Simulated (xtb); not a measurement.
CHN, charge -1, doublet, from a rough starting geometry (a state made from the parent by changing its charge; the spin is typed, not shown lowest); xtb 6.7.1 with GFN2-xTB.

Input for xtb:
```
$ xtb mol.xyz --gfn 2 --chrg -1 --uhf 1 --opt vtight --json

# file mol.xyz
3

C     -0.02020997     0.05109158    -0.01355609
N      1.08918485     0.01493283     0.04142383
H     -1.04490496    -0.04209259    -0.04005054
```

It wrote (shortened):

```
   ID    Z sym.   atoms
    1    6 C      1
    2    7 N      2
    3    1 H      3

           -------------------------------------------------
          |                Calculation Setup                |
           -------------------------------------------------

           -------------------------------------------------
          |                 G F N 2 - x T B                 |
           -------------------------------------------------

          ...................................................
          :                      SETUP                      :
          :.................................................:
          :  # basis functions                   9          :
          :  # atomic orbitals                   9          :
          :  # shells                            5          :
          :  # electrons                        11          :
          :  max. iterations                   250          :
          :  Hamiltonian                  GFN2-xTB          :
          :  restarted?                      false          :
          :  GBSA solvation                  false          :
          :  PC potential                    false          :
          :  electronic temp.          300.0000000     K    :
          :  accuracy                    1.0000000          :
          :  -> integral cutoff          0.2500000E+02      :
          :  -> integral neglect         0.1000000E-07      :
          :  -> SCF convergence          0.1000000E-05 Eh   :
          :  -> wf. convergence          0.1000000E-03 e    :
          :  Broyden damping             0.4000000          :
          :  net charge                         -1          :
          :  unpaired electrons                  1          :
          ...................................................

 iter      E             dE          RMSdq      gap      omega  full diag
   1     -5.6701580 -0.567016E+01  0.511E+00    0.06       0.0  T
   2     -5.6721110 -0.195298E-02  0.290E+00    0.01       1.0  T
   3     -5.6721971 -0.860439E-04  0.118E+00    0.03       1.0  T
   4     -5.6726217 -0.424599E-03  0.300E-01    0.02       1.0  T
   5     -5.6726980 -0.763778E-04  0.121E-01    0.02       1.0  T
   6     -5.6726994 -0.134805E-05  0.239E-02    0.02       2.4  T
   7     -5.6726995 -0.867706E-07  0.479E-03    0.02      12.1  T
   8     -5.6726995 -0.417077E-08  0.391E-04    0.02     147.7  T
   9     -5.6726995 -0.312550E-11  0.671E-05    0.02     860.1  T

   *** convergence criteria satisfied after 9 iterations ***

         :::::::::::::::::::::::::::::::::::::::::::::::::::::
         ::                     SUMMARY                     ::
         :::::::::::::::::::::::::::::::::::::::::::::::::::::
         :: total energy              -5.517795856378 Eh    ::
         :: gradient norm              0.479603365975 Eh/a0 ::
         :: HOMO-LUMO gap              0.019685620350 eV    ::
         ::.................................................::
         :: SCC energy                -5.672699467807 Eh    ::
         :: -> isotropic ES            0.196482583287 Eh    ::
         :: -> anisotropic ES          0.007619893676 Eh    ::
         :: -> anisotropic XC          0.007035507423 Eh    ::
         :: -> dispersion             -0.000961199792 Eh    ::
         :: repulsion energy           0.154903611429 Eh    ::
         :: add. restraining           0.000000000000 Eh    ::
         :: total charge              -1.000000000000 e     ::
         :::::::::::::::::::::::::::::::::::::::::::::::::::::

      -----------------------------------------------------------
     |                   =====================                   |
     |                        A N C O P T                        |
     |                   =====================                   |
     |               Approximate Normal Coordinate               |
     |                Rational Function Optimizer                |
[...]
 * total energy  :    -5.5860717 Eh     change       -0.1940241E-02 Eh
 * total energy  :    -5.5864883 Eh     change       -0.4165680E-03 Eh
 * total energy  :    -5.5865412 Eh     change       -0.5287876E-04 Eh
 * total energy  :    -5.5866332 Eh     change       -0.9205260E-04 Eh
 * total energy  :    -5.5868253 Eh     change       -0.1920442E-03 Eh
 * total energy  :    -5.5870889 Eh     change       -0.2636692E-03 Eh
 * total energy  :    -5.5873152 Eh     change       -0.2262991E-03 Eh
 * total energy  :    -5.5877177 Eh     change       -0.4025168E-03 Eh
 * total energy  :    -5.5876805 Eh     change        0.3723960E-04 Eh
 * total energy  :    -5.5877459 Eh     change       -0.6543773E-04 Eh
 * total energy  :    -5.5877462 Eh     change       -0.2543715E-06 Eh
 * total energy  :    -5.5877471 Eh     change       -0.8591973E-06 Eh
 * total energy  :    -5.5877471 Eh     change       -0.3655467E-09 Eh
   *** GEOMETRY OPTIMIZATION CONVERGED AFTER 19 ITERATIONS ***
[...]
         ::                     SUMMARY                     ::
         :::::::::::::::::::::::::::::::::::::::::::::::::::::
         :: total energy              -5.587747054025 Eh    ::
         :: gradient norm              0.000017475340 Eh/a0 ::
         :: HOMO-LUMO gap              1.769228971905 eV    ::
         ::.................................................::
         :: SCC energy                -5.653334304873 Eh    ::
         :: -> isotropic ES            0.180017781587 Eh    ::
         :: -> anisotropic ES          0.005154110455 Eh    ::
         :: -> anisotropic XC          0.008641050027 Eh    ::
         :: -> dispersion             -0.001050369375 Eh    ::
         :: repulsion energy           0.065587250848 Eh    ::
         :: add. restraining           0.000000000000 Eh    ::
         :: total charge              -1.000000000000 e     ::
         :::::::::::::::::::::::::::::::::::::::::::::::::::::

           -------------------------------------------------
          |                Property Printout                |
           -------------------------------------------------

    * Orbital Energies and Occupations

         #    Occupation            Energy/Eh            Energy/eV
      -------------------------------------------------------------
         1        2.0000           -0.2945590              -8.0154
         2        2.0000           -0.2220859              -6.0433
         3        2.0000           -0.1365037              -3.7145
         4        2.0000           -0.1211182              -3.2958
         5        2.0000           -0.0785830              -2.1384
         6        1.0000            0.0416866               1.1344 (HOMO)
         7                          0.1067046               2.9036 (LUMO)
         8                          0.3518249               9.5736
         9                          0.9413949              25.6167
      -------------------------------------------------------------
                  HL-Gap            0.0650180 Eh            1.7692 eV
             Fermi-level            0.0278737 Eh            0.7585 eV

     #   Z          covCN         q      C6AA      α(0)
     1   6 C        1.788    -0.142    35.251     9.596
     2   7 N        0.910    -0.610    36.920     8.788
     3   1 H        0.877    -0.248    15.266     6.117

 Mol. C6AA /au·bohr⁶  :        252.662895
 Mol. C8AA /au·bohr⁸  :       5466.861033
 Mol. α(0) /au        :         24.501875

Wiberg/Mayer (AO) data.
largest (>0.10) Wiberg bond orders for each atom

 ---------------------------------------------------------------------------
     #   Z sym  total        # sym  WBO       # sym  WBO       # sym  WBO
 ---------------------------------------------------------------------------
     1   6 C    3.365 --     2 N    2.515     3 H    0.850
     2   7 N    2.593 --     1 C    2.515
     3   1 H    0.929 --     1 C    0.850
 ---------------------------------------------------------------------------

Topologies differ in total number of bonds
Writing topology from bond orders to xtbtopo.mol

molecular dipole:
                 x           y           z       tot (Debye)
 q only:       -0.757       0.165      -0.059
   full:       -1.195      -0.039      -0.039       3.040
molecular quadrupole (traceless):
                xx          xy          yy          xz          yz          zz
 q only:       -3.469       0.213       1.623      -0.266       0.055       1.846
  q+dip:       -3.534       0.386       1.582      -0.303       0.094       1.952
   full:       -4.262       0.682       1.443      -0.431       0.309       2.819

optimized geometry written to: xtbopt.xyz

           -------------------------------------------------
          | TOTAL ENERGY               -5.587747054025 Eh   |
          | GRADIENT NORM               0.000017475340 Eh/α |
          | HOMO-LUMO GAP               1.769228971905 eV   |
           -------------------------------------------------
```
